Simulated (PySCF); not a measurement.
**Magnetic susceptibility: `CCO[Si@@H]([SiH3])OC`, C₃H₁₂O₂Si₂**

Molfile (atoms numbered from 1):
```
C3H12O2Si2
     RDKit          3D

 19 18  0  0  0  0  0  0  0  0999 V2000
    2.9363   -0.4854   -0.6302 C   0  0  0  0  0  0  0  0  0  0  0  0
    1.8813    0.4270   -0.0230 C   0  0  0  0  0  0  0  0  0  0  0  0
    0.7165   -0.3031    0.2259 O   0  0  0  0  0  0  0  0  0  0  0  0
   -0.6449    0.1692    0.9861 Si  0  0  1  0  0  4  0  0  0  0  0  0
   -1.6030    1.9492   -0.1192 Si  0  0  0  0  0  4  0  0  0  0  0  0
   -1.5872   -1.1458    1.0670 O   0  0  0  0  0  0  0  0  0  0  0  0
   -2.1913   -1.8777    0.0465 C   0  0  0  0  0  0  0  0  0  0  0  0
    3.1492   -1.3075    0.0481 H   0  0  0  0  0  0  0  0  0  0  0  0
    2.5753   -0.8970   -1.5692 H   0  0  0  0  0  0  0  0  0  0  0  0
    3.8502    0.0731   -0.8122 H   0  0  0  0  0  0  0  0  0  0  0  0
    2.2483    0.8599    0.9162 H   0  0  0  0  0  0  0  0  0  0  0  0
    1.6548    1.2547   -0.7083 H   0  0  0  0  0  0  0  0  0  0  0  0
   -0.4028    0.3163    2.4218 H   0  0  0  0  0  0  0  0  0  0  0  0
   -0.6393    3.0177   -0.4298 H   0  0  0  0  0  0  0  0  0  0  0  0
   -2.6770    2.5905    0.6466 H   0  0  0  0  0  0  0  0  0  0  0  0
   -2.2028    1.6057   -1.4205 H   0  0  0  0  0  0  0  0  0  0  0  0
   -2.9647   -1.2828   -0.4491 H   0  0  0  0  0  0  0  0  0  0  0  0
   -1.4573   -2.1945   -0.6978 H   0  0  0  0  0  0  0  0  0  0  0  0
   -2.6514   -2.7603    0.4936 H   0  0  0  0  0  0  0  0  0  0  0  0
  1  2  1  0
  2  3  1  0
  3  4  1  0
  4  5  1  0
  4  6  1  0
  6  7  1  0
  1  8  1  0
  1  9  1  0
  1 10  1  0
  2 11  1  0
  2 12  1  0
  4 13  1  1
  5 14  1  0
  5 15  1  0
  5 16  1  0
  7 17  1  0
  7 18  1  0
  7 19  1  0
M  END
```

Level of theory: GIAO CAM-B3LYP/pcSseg-1 magnetisability, rotational g tensor and spin-rotation constants, non-relativistic, gas phase in PySCF. Geometry: GFN2-xTB.

**Question.** What are the magnetisability and the molar susceptibility?

**Answer.** Isotropic -1383 × 10⁻³⁰ J/T², or -83.3 × 10⁻⁶ cm³/mol; principal values -1458, -1361, -1330 × 10⁻³⁰ J/T², anisotropy 116 × 10⁻³⁰ J/T² (root of half the summed squared differences of the principal values). The susceptibility is in cgs units.

**Question.** Split it along the inertial axes a, b, c into diamagnetic and paramagnetic parts about the centre of mass, with the quadrupole moment.

**Answer.** 
| axis | χ (10⁻⁶ cm³/mol) | diamagnetic (10⁻⁶ cm³/mol) | paramagnetic (10⁻⁶ cm³/mol) | summed x² of all electrons (Å²) | quadrupole Θ (D Å) |
| --- | --- | --- | --- | --- | --- |
| a | -82.8 | -770.3 | 687.5 | 248.0 | +3.92 |
| b | -81.9 | -1232.4 | 1150.5 | 139.0 | -2.48 |
| c | -85.2 | -1641.9 | 1556.8 | 42.5 | -1.45 |

Anisotropies 2χaa − χbb − χcc = +1.5 and 2χbb − χaa − χcc = +4.2 × 10⁻⁶ cm³/mol. Θ is traceless in Buckingham's convention.

**Question.** And the rotational g tensor?

**Answer.** 
```
axis  rotational constant (GHz)        g  nuclear part  electronic part
   a                     1.9477  -0.0243        0.6048          -0.6290
   b                     1.1376  -0.0127        0.6022          -0.6149
   c                     0.8199  -0.0081        0.5916          -0.5997
```
Asymmetric top; isotopes 12C, 1H, 16O, 28Si; no vibrational averaging.
